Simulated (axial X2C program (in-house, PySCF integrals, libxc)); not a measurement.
## Worked dissociation energy of RhAs: HF, without spin–orbit coupling

Calculated with an in-house all-electron X2C program for linear molecules (integrals from PySCF). Spin-free means the one-electron spin-free X2C Hamiltonian. Basis: Rh dyall-cv3z [12s12p8d5f3g], As dyall-cv3z [9s9p6d4f1g] (cores contracted in-house); Gaussian nuclei, density fitting, unrestricted open shells. Masses: Rh 102.906 u, As 74.922 u.

Molecular state: M_S = 2, Λ = 2 (beyond evenly filled blocks: σα, π+α, π-α, δ+α, δ+β, δ-α).

| Property | Result |
| --- | --- |
| E(Rh) (2M_S = 3, M_L = 2) | -4781.245274 hartree |
| E(As) (2M_S = 3, M_L = 0) | -2259.087636 hartree |
| E(RhAs) at Re | -7040.347067 hartree |
| ωe | 200.3 cm⁻¹ |
| ωexe | 0.414 cm⁻¹ |

**Question.** Work out De and D0.

**Answer.** De = -4781.245274 + (-2259.087636) − (-7040.347067) = 0.01416 hartree = 0.385 eV. The zero-point energy is ωe/2 − ωexe/4 = 100 cm⁻¹ = 0.012 eV, so D0 = 0.373 eV.

The state is a single determinant with fixed occupations, the lowest that a limited PBE0 search found. Dissociation energies refer to the lowest single-determinant-based atoms at the same level and basis. Other states lie close and PBE0, whose exact exchange favours high spin, may order them wrongly; the determinant shown need not be the ground state. The nearest other spin-free determinant of the search, M_S = 1, Λ = 0, lies 0.51 eV up at the distance of the search.

Hartree–Fock lacks correlation and underbinds, often by eV.

The levels of this run spread widely (ωe from 236 to 325 cm⁻¹), so these constants depend on the method.

Each atomic determinant is the lowest at this level and need not be a pure term. Totals compare only within one Hamiltonian and basis.
